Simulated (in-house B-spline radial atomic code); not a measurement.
A run on an ion of nuclear charge 21 with 21.7 electrons that did not converge. Method: scalar-relativistic (X2C) B3LYP, spin-polarised, spherical fractional occupations, Fermi nucleus of rms radius 3.5459 fm; computed with a B-spline radial code for spherical atoms.

Command:
```bash
python run_scf.py task.json out
```
Settings (nuclear radius in fm, mass in u):
```
Z                21
configuration    [Ar] 3d1.7 4s2
hamiltonian      x2c
method           b3lyp
spin_polarised   True
nucleus          fermi
rms_radius       3.5459
atomic_mass      44.95591
speed_of_light   137.035999084
```

First and last ten iterations of the last attempt (damped for 15 steps, keeping 80 % of the old Fock matrix, then DIIS):
```
 iter        energy (Eh)    residual
    1        -761.575903    2.79e-01
    2        -762.125743    2.11e-01
    3        -763.136712    1.35e-01
    4        -763.681844    8.35e-02
    5        -763.962421    5.03e-02
    6        -764.099464    2.84e-02
    7        -764.162014    1.41e-02
    8        -763.836611    3.52e-02
    9        -764.123131    2.32e-02
   10        -764.169075    1.25e-02
  111        -763.807515    3.54e-02
  112        -764.175770    1.01e-02
  113        -764.175191    1.03e-02
  114        -763.718730    3.68e-02
  115        -763.719084    3.67e-02
  116        -763.721265    3.67e-02
  117        -763.720848    3.67e-02
  118        -763.720632    3.67e-02
  119        -763.759632    3.50e-02
  120        -763.739354    3.59e-02
 not converged after 120 iterations
```

The smallest residual met was 6.3e-03; the threshold is about 2e-07. No energy from this run should be used. The likely cause: this method binds the added charge weakly or not at all at the basis-set limit, so charge moves back and forth between the atom and the box. Cost of the run: 5 s on 1 thread of Arm Neoverse N1, with other jobs on the host.
